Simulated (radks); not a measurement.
The mean radii <r> (bohr) of the occupied orbitals of an atom or ion are listed with their occupations. Calculated with a radial shooting solver on a logarithmic mesh with Libxc functionals: Dirac Kohn-Sham, PBEsol, spin-unpolarised, spherical densities, finite nucleus; Fermi nuclear charge, rms radius of each element as measured or else 0.836 A^(1/3) + 0.57 fm.

orbital  occ.      <r>
1s1/2       2  0.02002
2s1/2       2  0.08433
2p1/2       2  0.07009
2p3/2       4  0.07748
3s1/2       2   0.2206
3p1/2       2   0.2103
3p3/2       4   0.2242
3d3/2       4   0.1973
3d5/2       6   0.2016
4s1/2       2   0.4976
4p1/2       2   0.5058
4p3/2       4   0.5376
4d3/2       4   0.5639
4d5/2       6   0.5751
5s1/2       2    1.208
5p1/2       2    1.343
5p3/2       4    1.441
4f5/2       6   0.7424
4f7/2       6   0.7556

Name the element and its charge. Open shells, if any, fill j = l - 1/2 first.

Answer. Z = 69, thulium, charge +3: Tm3+ in [Xe] 4f12. The 1s radius gives Z: for a bare nucleus <r> = (2 gamma + 1)/(2Z) with gamma = sqrt(1 - (Z/c)^2), 0.01977 bohr for Z = 69, and screening makes it slightly larger (0.02002 here). The occupations add up to 66, and the charge is Z minus that.
